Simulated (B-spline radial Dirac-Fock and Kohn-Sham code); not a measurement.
## Core-level shifts of cadmium with charge state

Method: Dirac-Fock (average of configuration) total-energy differences with a finite nucleus, the Breit interaction including its frequency dependence, and self-energy and vacuum-polarisation corrections. Computed with an atomic code on a B-spline grid. Each ion is free and in its tabulated ground configuration. Electron correlation is not included.

Reference: Cd²⁴⁺, [Ar] 3d6, with 1s 27659.5 eV, 2s 4950.7 eV, 2p1/2 4659.7 eV, 3s 1586.7 eV. Shifts from it, in eV (a dash: the subshell is empty, belongs to an open shell averaged over j, or its hole state is left out as unreliable):

| ion | configuration | 1s | 2s | 2p1/2 | 3s |
| --- | --- | --- | --- | --- | --- |
| Cd²⁵⁺ | [Ar] 3d5 | +91.9 | +89.7 | +90.5 | +67.8 |
| Cd²⁶⁺ | [Ar] 3d4 | +186.2 | +181.5 | +183.1 | +136.8 |
| Cd²⁷⁺ | [Ar] 3d3 | +282.8 | +275.3 | +277.9 | +207.0 |
| Cd²⁸⁺ | [Ar] 3d2 | +381.9 | +371.2 | +374.8 | +278.3 |
| Cd²⁹⁺ | [Ar] 3d1 | +483.3 | +469.1 | +473.9 | +350.9 |
| Cd³⁰⁺ | [Ne] 3s2 3p6 | +587.1 | +569.1 | +575.0 | +424.5 |
| Cd³¹⁺ | [Ne] 3s2 3p5 | +695.7 | +662.8 | +670.6 | +490.7 |
| Cd³²⁺ | [Ne] 3s2 3p4 | +806.1 | +757.8 | +767.6 | +557.7 |
